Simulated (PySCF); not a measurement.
Isomers of C10H10, one GFN2-xTB conformer each. Single-point energies are computed at PBE0/pcSseg-1 (PySCF, gas phase, no added dispersion term), electronic only.

| SMILES | GFN2-xTB relative energy (kJ/mol) |
| --- | --- |
| CCC#Cc1ccccc1 | 0.0 |
| C=CC(=C)c1ccccc1 | 4.3 |
| C=CC1=CC=CC=CC1=C | 113.4 |
| C=CC1=C[C@@H]2[C@@H]3C=C[C@H]1[C@H]23 | 34.3 |
| C#Cc1ccc(CC)cc1 | 11.6 |

Conformers: `[CH2:1]=[CH:2][C:3](=[CH2:4])[c:5]1[cH:6][cH:7][cH:8][cH:9][cH:10]1` with C1–C2–C3–C4 180°, C2–C3–C5–C6 90°; `[CH2:1]=[CH:2][C:3]1=[CH:4][CH:5]=[CH:6][CH:7]=[CH:8][C:9]1=[CH2:10]` with C1–C2–C3–C4 167°; `[CH2:1]=[CH:2][C:3]1=[CH:4][C@@H:5]2[C@@H:6]3[CH:7]=[CH:8][C@H:9]1[C@H:10]23` with C1–C2–C3–C4 175°, C3–C4–C5–C6 56°, C4–C5–C6–C7 0°, C5–C6–C7–C8 -57°, C7–C8–C9–C10 -15°; `[CH:1]#[C:2][c:3]1[cH:4][cH:5][c:6]([CH2:7][CH3:8])[cH:9][cH:10]1` with C5–C6–C7–C8 -89°.

Task: What does PBE0/pcSseg-1 give for the same structures?

Result: 
```csv
SMILES,PBE0/pcSseg-1 E (Eh),PBE0/pcSseg-1 (kJ/mol),GFN2-xTB (kJ/mol),point group
C=CC(=C)c1ccccc1,-386.52316,0.0,4.3,Cs
CCC#Cc1ccccc1,-386.50943,36.1,0.0,Cs
C#Cc1ccc(CC)cc1,-386.50255,54.1,11.6,Cs
C=CC1=CC=CC=CC1=C,-386.47512,126.1,113.4,C1
C=CC1=C[C@@H]2[C@@H]3C=C[C@H]1[C@H]23,-386.47232,133.5,34.3,C1
```

GFN2-xTB puts CCC#Cc1ccccc1 lowest instead; measured from each level's own lowest isomer, the values differ by up to 99.2 kJ/mol (C=CC1=C[C@@H]2[C@@H]3C=C[C@H]1[C@H]23: 34.3 against 133.5). As drawn, the lowest has an aromatic ring, which the highest lacks; the highest has a three-membered ring, which the lowest lacks. Neighbours under 10 kJ/mol apart (C=CC1=CC=CC=CC1=C and C=CC1=C[C@@H]2[C@@H]3C=C[C@H]1[C@H]23) can change places with a better method, another conformer or zero-point energy.

Task: Which frontier levels, dipoles and rotational constants go with these structures?

Result: 
| SMILES | HOMO (eV, PBE0/pcSseg-1) | LUMO (eV) | dipole (D) | A, B, C (MHz) |
| --- | --- | --- | --- | --- |
| C=CC(=C)c1ccccc1 | -6.78 | -0.81 | 0.11 | 2508, 953.0, 906.9 |
| CCC#Cc1ccccc1 | -6.54 | -0.76 | 0.52 | 4511, 569.6, 509.0 |
| C#Cc1ccc(CC)cc1 | -6.68 | -0.89 | 1.27 | 4421, 698.5, 639.4 |
| C=CC1=CC=CC=CC1=C | -5.79 | -1.70 | 0.30 | 2357, 1160, 886.8 |
| C=CC1=C[C@@H]2[C@@H]3C=C[C@H]1[C@H]23 | -6.11 | -0.73 | 0.63 | 2962, 1259, 1071 |
